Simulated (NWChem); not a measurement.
System: morpholine (C4H9NO); SMILES C1COCCN1

NWChem input:

```
start job
memory heap 200 mb stack 900 mb global 1100 mb
geometry units angstroms noautosym nocenter noautoz
  C     -0.222829     0.713599     1.204993
  C      0.222832    -0.747761     1.174408
  O     -0.244589    -1.400913     0.000000
  C      0.222832    -0.747761    -1.174408
  C     -0.222829     0.713599    -1.204993
  N      0.282219     1.375888     0.000000
  H     -1.326701     0.741341     1.281769
  H      0.191601     1.210316     2.090639
  H      1.323258    -0.794594     1.221310
  H     -0.192015    -1.302704     2.021470
  H      1.323258    -0.794594    -1.221310
  H     -0.192015    -1.302704    -2.021470
  H      0.191601     1.210316    -2.090639
  H     -1.326701     0.741341    -1.281769
  H      0.012177     2.356651     0.000000
end
basis spherical
  * library def2-svp
end
dft
  xc xpbe96 cpbe96
  iterations 150
end
cosmo
  do_cosmo_smd true
  solvent thf
end
task dft energy
```

Parts of the log:

```
             Northwest Computational Chemistry Package (NWChem) 7.3.0
             --------------------------------------------------------

                             Geometry "geometry" -> ""
                             -------------------------

 Output coordinates in angstroms (scale by  1.889725989 to convert to a.u.)

  No.       Tag          Charge          X              Y              Z
 ---- ---------------- ---------- -------------- -------------- --------------
    1 C                    6.0000    -0.22282900     0.71359900     1.20499300
    2 C                    6.0000     0.22283200    -0.74776100     1.17440800
    3 O                    8.0000    -0.24458900    -1.40091300     0.00000000
    4 C                    6.0000     0.22283200    -0.74776100    -1.17440800
    5 C                    6.0000    -0.22282900     0.71359900    -1.20499300
    6 N                    7.0000     0.28221900     1.37588800     0.00000000
    7 H                    1.0000    -1.32670100     0.74134100     1.28176900
    8 H                    1.0000     0.19160100     1.21031600     2.09063900
    9 H                    1.0000     1.32325800    -0.79459400     1.22131000
   10 H                    1.0000    -0.19201500    -1.30270400     2.02147000
   11 H                    1.0000     1.32325800    -0.79459400    -1.22131000
   12 H                    1.0000    -0.19201500    -1.30270400    -2.02147000
   13 H                    1.0000     0.19160100     1.21031600    -2.09063900
   14 H                    1.0000    -1.32670100     0.74134100    -1.28176900
   15 H                    1.0000     0.01217700     2.35665100     0.00000000

 Effective nuclear repulsion energy (a.u.)     262.8371155731

  pbe96 is a nonlocal functional; adding pw91lda local functional.

                                 NWChem DFT Module
                                 -----------------

 Summary of "ao basis" -> "ao basis" (spherical)
 ------------------------------------------------------------------------------
       Tag                 Description            Shells   Functions and Types
 ---------------- ------------------------------  ------  ---------------------
 C                          def2-svp                 6       14   3s2p1d
 O                          def2-svp                 6       14   3s2p1d
 N                          def2-svp                 6       14   3s2p1d
 H                          def2-svp                 3        5   2s1p

 in cosmo_initialize ...
 calling solv_data for solv:thf

 solvent parameters
 solvname_short: thf
 solvname_long:  tetrahydrofuran
 dielec:        7.4257
 dielecinf:     1.9740
 nonaqueous SMD model solvent descriptors
 dielec:        7.4257
 sola:          0.0000
 solb:          0.4800
 solc:          0.0000
 solg:         39.4400
 solh:          0.0000
 soln:          1.4050

          ---------------
          -cosmo- solvent
          ---------------
 Cosmo: York-Karplus, doi: 10.1021/jp992097l
 dielectric constant -eps-     =   7.43
 screen = (eps-1)/(eps    )    =   0.86533
 surface charge correction     = lagrangian

   van der Waals surface
 --------------------------

 ---------- ATOMIC COORDINATES (A.U.) ------------ VDWR(ANG.) --
     1   -0.42108575    1.34850658    2.27710659     1.850
     2    0.42109142   -1.41306339    2.21930932     1.850
     3   -0.46220619   -2.64734170    0.00000000     2.294
     4    0.42109142   -1.41306339   -2.21930932     1.850
     5   -0.42108575    1.34850658   -2.27710659     1.850
     6    0.53331658    2.60005131    0.00000000     1.890
     7   -2.50710136    1.40093135    2.42219219     1.200
     8    0.36207339    2.28716560    3.95073485     1.200
     9    2.50059503   -1.50156493    2.30794125     1.200
    10   -0.36285574   -2.46175360    3.82002439     1.200
    11    2.50059503   -1.50156493   -2.30794125     1.200
    12   -0.36285574   -2.46175360   -3.82002439     1.200
    13    0.36207339    2.28716560   -3.95073485     1.200
    14   -2.50710136    1.40093135   -2.42219219     1.200
    15    0.02301119    4.45342464    0.00000000     1.200
 number of segments per atom =        128
 number of   points per atom =        128
 atom (   nspa,  nppa )
 ----------------------
    1 (     37,     0 )       0
    2 (     24,     0 )       0
    3 (     66,     0 )       0
    4 (     24,     0 )       0
    5 (     37,     0 )       0
    6 (     50,     0 )       0
    7 (     54,     0 )       0
    8 (     55,     0 )       0
    9 (     50,     0 )       0
   10 (     47,     0 )       0
   11 (     50,     0 )       0
   12 (     47,     0 )       0
   13 (     55,     0 )       0
   14 (     54,     0 )       0
   15 (     44,     0 )       0
 number of -cosmo- surface points =      694
 molecular surface =    124.491 angstrom**2
 molecular volume  =    107.987 angstrom**3
 -lineq- algorithm             =   0
 -bem- low  level              =   3
 -bem- from -octahedral-
 gaussian surface charge width =   4.50000
 degree of switching           =   1.00000
 switching function tolerance  =   0.00010
 atomic radii =
 --------------
    1  6.000  1.850
    2  6.000  1.850
    3  8.000  2.294
    4  6.000  1.850
    5  6.000  1.850
    6  7.000  1.890
    7  1.000  1.200
    8  1.000  1.200
    9  1.000  1.200
   10  1.000  1.200
   11  1.000  1.200
   12  1.000  1.200
   13  1.000  1.200
   14  1.000  1.200
   15  1.000  1.200
 ...... end of -cosmo- initialization ......

 nat:                    15
 ixmem:                 12074
 calling mnsol_interface()
 G(SMD-CDS) energy (kcal/mol)  =    -1.243
 SMD-CDS SASA (angstrom**2)    =   152.660

            General Information
            -------------------
          SCF calculation type: DFT
          Wavefunction type:  closed shell.
          No. of atoms     :    15
          No. of electrons :    48
           Alpha electrons :    24
            Beta electrons :    24
          Charge           :     0
          Spin multiplicity:     1
          Use of symmetry is: off; symmetry adaption is: off
          Maximum number of iterations: 150
          AO basis - number of functions:   129
                     number of shells:    63
          Convergence on energy requested:  1.00D-06
          Convergence on density requested:  1.00D-05
          Convergence on gradient requested:  5.00D-04

              XC Information
              --------------
          PerdewBurkeErnzerhof Exchange Functional  1.000
            Perdew 1991 LDA Correlation Functional  1.000 local
           PerdewBurkeErnz. Correlation Functional  1.000 non-local

             Grid Information
             ----------------
          Grid used for XC integration:  medium
          Radial quadrature: Mura-Knowles
          Angular quadrature: Lebedev.
          Tag              B.-S. Rad. Rad. Pts. Rad. Cut. Ang. Pts.
          ---              ---------- --------- --------- ---------
          C                   0.70       49          10.0       434
          O                   0.60       49          10.0       434
          N                   0.65       49          10.0       434
          H                   0.35       45          12.0       434
          Grid pruning is: on
          Number of quadrature shells:   699
          Spatial weights used:  Erf1

      Superposition of Atomic Density Guess
      -------------------------------------

 Sum of atomic energies:        -283.92808865

      Non-variational initial energy
      ------------------------------

 Total energy =    -287.934586
 1-e energy   =    -904.792154
 2-e energy   =     354.020452
 HOMO         =      -0.279990
 LUMO         =       0.096143

   convergence    iter        energy       DeltaE   RMS-Dens  Diis-err
 ---------------- ----- ----------------- --------- --------- ---------
     COSMO gas phase
 d= 0,ls=0.0,diis     1   -287.1420469965 -5.50D+02  1.17D-02  7.16D-01
 d= 0,ls=0.0,diis     2   -287.1150336182  2.70D-02  6.99D-03  1.05D+00
 d= 0,ls=0.0,diis     3   -287.2075799490 -9.25D-02  2.15D-03  1.52D-01
 d= 0,ls=0.0,diis     4   -287.2204296304 -1.28D-02  8.07D-04  9.46D-03
 d= 0,ls=0.0,diis     5   -287.2213678747 -9.38D-04  2.63D-04  1.11D-03
  Resetting Diis
 d= 0,ls=0.0,diis     6   -287.2214928217 -1.25D-04  6.00D-05  4.28D-05
 d= 0,ls=0.0,diis     7   -287.2214970967 -4.27D-06  4.44D-05  7.29D-06
 d= 0,ls=0.0,diis     8   -287.2214954894  1.61D-06  2.93D-05  2.15D-05
 d= 0,ls=0.0,diis     9   -287.2214979121 -2.42D-06  3.50D-06  1.43D-07
 d= 0,ls=0.0,diis    10   -287.2214979275 -1.55D-08  7.97D-07  1.36D-08

   convergence    iter        energy       DeltaE   RMS-Dens  Diis-err
 ---------------- ----- ----------------- --------- --------- ---------
     COSMO solvation phase
 d= 0,ls=0.0,diis     1   -287.2290582261 -7.56D-03  1.05D-03  1.87D-03
 d= 0,ls=0.0,diis     2   -287.2293084285 -2.50D-04  4.14D-04  1.79D-03
 d= 0,ls=0.0,diis     3   -287.2294871291 -1.79D-04  1.20D-04  3.85D-04
 d= 0,ls=0.0,diis     4   -287.2295209798 -3.39D-05  3.02D-05  2.76D-05
 d= 0,ls=0.0,diis     5   -287.2295234466 -2.47D-06  1.11D-05  3.11D-06
 d= 0,ls=0.0,diis     6   -287.2295237809 -3.34D-07  3.11D-06  1.45D-07

         Total DFT energy =     -287.229523780922
      One electron energy =     -910.406300764668
           Coulomb energy =      400.512194824028
    Exchange-Corr. energy =      -40.200446781466
 Nuclear repulsion energy =      262.837115573078

             COSMO energy =        0.027913368106

 Numeric. integr. density =       47.999993599017

                                COSMO-SMD solvation results
                                ---------------------------

             internal energy in gas <Psi(g)|H|Psi(g)> =      -287.221497927505
         internal energy in solvent <Psi(s)|H|Psi(s)> =      -287.220968975101
                               delta internal energy  =         0.000528952404 (    0.33 kcal/mol)
   total free energy in solvent <Psi(s)|H+V/2|Psi(s)> =      -287.227542802947
 polarization energy contribution <Psi(s)|V/2|Psi(s)> =        -0.006573827846 (   -4.13 kcal/mol)
    total free energy in solvent including G(SMD-CDS) =      -287.229523780922
                       G(SMD-CDS) energy contribution =        -0.001980977975 (   -1.24 kcal/mol)
     1 M fixed-concentration free energy of solvation =        -0.008025853417 (   -5.04 kcal/mol)

                       DFT Final Molecular Orbital Analysis
                       ------------------------------------

 Vector   22  Occ=2.000000D+00  E=-2.554839D-01
              MO Center= -5.8D-02, -8.8D-01, -4.6D-08, r^2= 2.8D+00
   Bfn.  Coefficient  Atom+Function         Bfn.  Coefficient  Atom+Function
  ----- ------------  ---------------      ----- ------------  ---------------
    33      0.318493   3 O  py               32      0.307906   3 O  px
    36      0.233276   3 O  py               35      0.217572   3 O  px
    19     -0.187297   2 C  py               47     -0.187297   4 C  py
   100      0.161573  10 H  s               110      0.161573  12 H  s
    31     -0.159992   3 O  s                 5      0.140343   1 C  py

 Vector   23  Occ=2.000000D+00  E=-2.066651D-01
              MO Center= -8.8D-04, -6.8D-01, -1.2D-08, r^2= 2.6D+00
   Bfn.  Coefficient  Atom+Function         Bfn.  Coefficient  Atom+Function
  ----- ------------  ---------------      ----- ------------  ---------------
    32      0.424965   3 O  px               33     -0.321742   3 O  py
    35      0.310557   3 O  px               36     -0.249781   3 O  py
    74     -0.192931   6 N  px                5     -0.180864   1 C  py
    61     -0.180864   5 C  py               73      0.170824   6 N  s
    95     -0.144683   9 H  s               105     -0.144683  11 H  s

 Vector   24  Occ=2.000000D+00  E=-1.807899D-01
              MO Center=  1.6D-01,  9.2D-01, -3.7D-11, r^2= 2.4D+00
   Bfn.  Coefficient  Atom+Function         Bfn.  Coefficient  Atom+Function
  ----- ------------  ---------------      ----- ------------  ---------------
    74      0.486097   6 N  px               77     -0.399825   6 N  px
    73     -0.226697   6 N  s                86     -0.187835   7 H  s
   121     -0.187835  14 H  s                85     -0.172308   7 H  s
   120     -0.172308  14 H  s                33     -0.133363   3 O  py
    72     -0.131658   6 N  s                96     -0.126814   9 H  s

 Vector   25  Occ=0.000000D+00  E= 4.066237D-02
              MO Center= -2.5D-01,  1.1D+00,  4.3D-08, r^2= 7.1D+00
   Bfn.  Coefficient  Atom+Function         Bfn.  Coefficient  Atom+Function
  ----- ------------  ---------------      ----- ------------  ---------------
     3      0.907946   1 C  s                59      0.907946   5 C  s
   126     -0.812065  15 H  s                91     -0.659944   8 H  s
   116     -0.659944  13 H  s                73      0.559903   6 N  s
    86     -0.544178   7 H  s               121     -0.544178  14 H  s
   101     -0.503651  10 H  s               111     -0.503651  12 H  s

 Vector   26  Occ=0.000000D+00  E= 6.446998D-02
              MO Center=  5.3D-01, -1.8D-01, -2.5D-08, r^2= 6.6D+00
   Bfn.  Coefficient  Atom+Function         Bfn.  Coefficient  Atom+Function
  ----- ------------  ---------------      ----- ------------  ---------------
    17      1.180403   2 C  s                45      1.180403   4 C  s
    96     -1.052467   9 H  s               106     -1.052467  11 H  s
    86      0.710148   7 H  s               121      0.710148  14 H  s
     3     -0.662498   1 C  s                59     -0.662498   5 C  s
    21      0.383301   2 C  px               49      0.383301   4 C  px

 Vector   27  Occ=0.000000D+00  E= 7.517187D-02
              MO Center= -6.5D-02,  1.5D-03,  8.4D-08, r^2= 9.4D+00
   Bfn.  Coefficient  Atom+Function         Bfn.  Coefficient  Atom+Function
  ----- ------------  ---------------      ----- ------------  ---------------
     3      1.168335   1 C  s                59     -1.168335   5 C  s
    17      0.958465   2 C  s                45     -0.958465   4 C  s
    91     -0.884435   8 H  s               116      0.884435  13 H  s
   101     -0.859809  10 H  s               111      0.859809  12 H  s
    86     -0.650653   7 H  s               121      0.650653  14 H  s

     Multipole analysis of the density
     ---------------------------------

     L   x y z        total         alpha         beta         nuclear
     -   - - -        -----         -----         ----         -------
     0   0 0 0     -0.000000    -24.000000    -24.000000     48.000000

     1   1 0 0     -0.137400     -0.090734     -0.090734      0.044068
     1   0 1 0      0.721857      0.285966      0.285966      0.149925
     1   0 0 1      0.000000      0.000000      0.000000     -0.000000

     2   2 0 0    -29.315606    -31.437180    -31.437180     33.558755
     2   1 1 0     -1.810342      1.818736      1.818736     -5.447815
     2   1 0 1      0.000000      0.000000      0.000000      0.000000
     2   0 2 0    -27.992608   -114.007378   -114.007378    200.022148
     2   0 1 1      0.000000      0.000000      0.000000     -0.000000
     2   0 0 2    -24.633246   -114.374413   -114.374413    204.115579
```

Level: PBE/def2-SVP, SMD on the gas-phase geometry. Coordinates come from a B3LYP/6-31G* (spherical d) optimisation. Solvent: tetrahydrofuran.
